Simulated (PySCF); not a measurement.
**Computed properties of BBrH4N2, SMILES NB(N)Br**

B(Br)(NH2)2 (BBrH4N2), SMILES NB(N)Br. Coordinates come from a PBE0-D3(BJ)/def2-SVP optimisation. The structure was generated by enumeration, and PubChem lists no compound with its InChIKey, so it may never have been made. One conformer was computed; it need not be the lowest. All values are computed for the isolated molecule unless a solvent is named; none is compared with measurement here.

**Structure.** The optimised structure has C2v symmetry. All 18 harmonic modes at PBE0-D3(BJ)/def2-SVP (PySCF) are real, so it is a minimum. With heavy atoms numbered as in [B:1]([Br:2])([NH2:3])[NH2:6], the shortest bond between them is B1–N6 at 1.405 Å and the longest B1–Br2 at 1.957 Å.

**Vibrations.** The strongest infrared lines (harmonic, unscaled, degenerate partners summed) lie at 1609 cm⁻¹ (393 km/mol, H 47 %, N 28 %, B 25 %), 361 cm⁻¹ (376 km/mol, H 87 %, N 11 %), 1224 cm⁻¹ (276 km/mol, B 57 %, H 23 %, N 20 %). The softest mode is at 281 cm⁻¹ and the zero-point energy is 36.8 kcal/mol.

**Electronic structure.** B3LYP/def2-TZVP (PySCF) places the frontier levels at -7.17 and 0.30 eV, a gap of 7.47 eV, and gives a dipole moment of 3.05 D and a mean polarisability of 49.1 bohr³. PBE/def2-TZVP (PySCF) at the same geometry gives -5.98 and -0.13 eV, so its gap is 1.62 eV narrower. An orbital gap is neither the optical nor the fundamental gap.

**Excitations.** TDA-ωB97X/def2-SVPD (PySCF) has S1 at 6.89 eV (180 nm, f = 0.000, dark); the most intense of the 10 singlets computed lies at 8.45 eV (f = 0.37). T1 (TDA) is at 6.72 eV, 0.17 eV under S1. TDA-PBE/def2-SVPD (PySCF) puts S1 at 5.56 eV. No vertical singlet excitation falls in the visible range (under 3.1 eV).

**NMR.** GIAO shifts at B3LYP/pcSseg-1 (PySCF) (non-relativistic, atoms alike by connectivity averaged): ¹H at 2.5 ppm against TMS; ¹¹B at 17.2 ppm against BF3. Without spin–orbit terms, shifts of atoms bonded to Cl or Br come out too high.
